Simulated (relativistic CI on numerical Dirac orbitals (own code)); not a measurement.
**V2+ in a cubic cluster: 3s photoemission with charge transfer**

Computed with a charge-transfer multiplet model of a cubic metal-ligand cluster with up to 2 ligand holes, Slater and spin-orbit integrals from Dirac-Coulomb-Breit ions, Slater integrals scaled by 0.7. The ground state mixes d3 with configurations of k ligand holes L, whose averages lie at kΔ + k(k − 1)U_dd/2; a core hole lowers each added d electron by U_cd. 20 K, Lorentzian 1.4 eV and Gaussian 0.8 eV FWHM.

Atomic integrals in eV (Slater integrals scaled, ζ unscaled), ground: F2dd 6.242, F4dd 3.880, zeta_d 0.019; with the core hole: F2dd 7.136, F4dd 4.475, zeta_d 0.026, G2cd 7.352.

Cluster parameters (eV): Δ = 8.1, U_dd = 5.5, 10Dq = 1.3, 10Dq(ligand) = 0.4, V(eg) = 2, V(t2g) = -0.87, final-state hopping factor = 0.9.

```csv
Case,n_d,d3,d4L,d5L2,S
U_cd = 5.3 eV,3.19,0.82,0.17,0.01,1.50
U_cd = 6.5 eV,3.19,0.82,0.17,0.01,1.50
U_cd = 7.1 eV,3.19,0.82,0.17,0.01,1.50
```

Weights, n_d and S are thermal averages at 20 K. Binding energies count from the first peak over 30 % of the highest in each spectrum, which can be another peak from case to case. The parameters are a model scan and need not match a compound or its usual spin state. Peaks in eV (height, largest 100):
- U_cd = 5.3 eV: 0.0 (100), 5.7 (59), 13.2 (5)
- U_cd = 6.5 eV: 0.0 (100), 5.8 (57), 13.0 (10)
- U_cd = 7.1 eV: 0.0 (100), 5.9 (57), 12.9 (13)

Curve for U_cd = 5.3 eV (points under 2 left out, the grid thinned):

E (eV), Intensity and a bar:
```
     -3.1        6.3 #
     -2.7        8.1 ##
     -2.3       10.8 ###
     -1.9       15.3 ####
     -1.5       23.1 ######
     -1.1       37.2 ###########
     -0.7       61.3 ##################
     -0.3       89.5 ###########################
      0.1       99.6 ##############################
      0.5       80.6 ########################
      0.9       52.3 ###############
      1.3       32.4 #########
      1.7       21.4 ######
      2.1       15.8 ####
      2.5       12.9 ###
      2.9       11.7 ###
      3.3       11.8 ###
      3.7       13.5 ####
      4.1       17.5 #####
      4.5       25.3 #######
      4.9       37.8 ###########
      5.3       52.1 ###############
      5.7       59.5 ##################
      6.2       52.5 ################
      6.6       41.4 ############
      7.0       31.5 #########
      7.4       24.7 #######
      7.8       20.0 ######
      8.2       15.7 ####
      8.6       11.7 ###
      9.0        8.5 ##
      9.4        6.2 #
      9.8        4.9 #
     10.2        4.0 #
     10.6        3.6 
     11.0        3.3 
     11.4        3.2 
     11.8        3.3 
     12.2        3.8 #
     12.6        4.5 #
     13.0        5.3 #
     13.4        5.2 #
     13.8        4.1 #
     14.2        2.9 
     14.6        2.1
```

For the case U_cd = 7.1 eV, Δ = 8.1 eV is larger than U_dd = 5.5 eV, the Mott-Hubbard side of the Zaanen-Sawatzky-Allen scheme. With the core hole the configuration with one ligand hole lies at Δ − U_cd = 2.8, 1.6, 1.0 eV from the one without, in the order of the table; where this is negative the screened configuration lies lower, though the effective hopping of about 3.8 eV (from the holes of the mixed ground state) mixes the two strongly wherever it is as large as the gap.

Without intra-shell correlation the exchange splitting of the 3s hole comes out too large.
